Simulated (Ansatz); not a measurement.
System: HSe, charge 0, doublet. HSe (SMILES [SeH], doublet).
B3LYP-D3(BJ)/def2-TZVP minimum from Ansatz (a first-principles code):
```
Se
H 1 1.4749
```
Charge 0, spin multiplicity 2.

Total energies in cc-pVTZ, 7 correlated electrons, 14 frozen orbitals. Open shells are spin-unrestricted; no spin-orbit coupling. Correlated methods leave the cores frozen (noble-gas shells, and filled d and f shells in the p block). No relativity.

| method | program | energy (Eh) | minus CCSDTQ (mEh) |
|---|---|---|---|
| HF | Ansatz | -2400.45463 | 160.35 |
| MP2 | Ansatz | -2400.58700 | 27.97 |
| CCSD | Ansatz | -2400.60908 | 5.89 |
| CCSD(T) | Ansatz | -2400.61412 | 0.86 |
| CCSDT(Q) | Ansatz | -2400.61496 | 0.01 |
| CCSDTQ | Ansatz | -2400.61498 | 0.00 |

Rough core times of Ansatz's runs on a shared machine: CCSD(T) under 20 s, CCSDT(Q) 40 s, CCSDTQ 9 min.
